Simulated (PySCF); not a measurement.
C₃H₄O₂Si, SMILES O=C1[SiH2]C(C1)=O.

Coordinates come from a B3LYP-D3(BJ)/def2-SVP optimisation. This is a generated structure with no PubChem entry under its InChIKey; it may be hypothetical.

Two levels are set side by side: PBE/def2-TZVP (PySCF) and B3LYP/def2-TZVP (PySCF). Same geometry, gas phase. Differences are taken from unrounded values.

| quantity | B3LYP | PBE | PBE minus B3LYP |
|---|---|---|---|
| orbital gap (eV) | 3.79 | 1.88 | -1.92 |
| highest occupied level (eV) | -6.56 | -5.42 | 1.14 |
| lowest empty level (eV) | -2.77 | -3.54 | -0.77 |
| dipole moment (D) | 0.67 | 0.35 | -0.32 |
| mean polarisability (bohr³) | 66.5 | 69.5 | 3.0 |

PBE's occupied levels lie high since its potential decays too fast outside the molecule; exact exchange lowers them and widens the gap. PBE's more diffuse valence density responds more strongly to a field. Differences between two approximate levels are no errors against the true value.

Rough cost on one machine, each run with all the roots and properties that it gave: B3LYP against PBE within a factor of 2.
